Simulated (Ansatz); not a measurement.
Z-matrix (Å, degrees):
```
Si
O 1 1.674
O 1 1.629 2 111.4
H 1 1.477 2 108.7 3 116.3
H 1 1.476 2 103.5 3 -121.5
C 2 1.330 1 125.8 3 -83.5
H 3 0.958 1 119.4 2 -67.9
S 6 1.607 2 124.5 1 173.3
H 6 1.096 2 113.8 1 -7.2
```

The species carries charge 0 and has multiplicity 1.

List the PBE/def2-TZVPP orbital energies in eV (the Gaussian-basis code of Ansatz). (An estimate is asked.)

Ansatz gave: Occupied: -2395.21, -1781.13, -511.77, -511.07, -272.08, -208.17, -154.30, -154.29, -154.06, -138.74, -95.53, -95.48, -95.43, -27.20, -25.81, -19.38, -15.70, -14.54, -13.52, -11.39, -10.82, -10.67, -9.67, -9.04, -8.30, -8.11, -6.84, -5.47. Lowest empty: -2.65, -0.81, -0.31, 0.61, 1.07, 1.26, 2.10, 2.37.
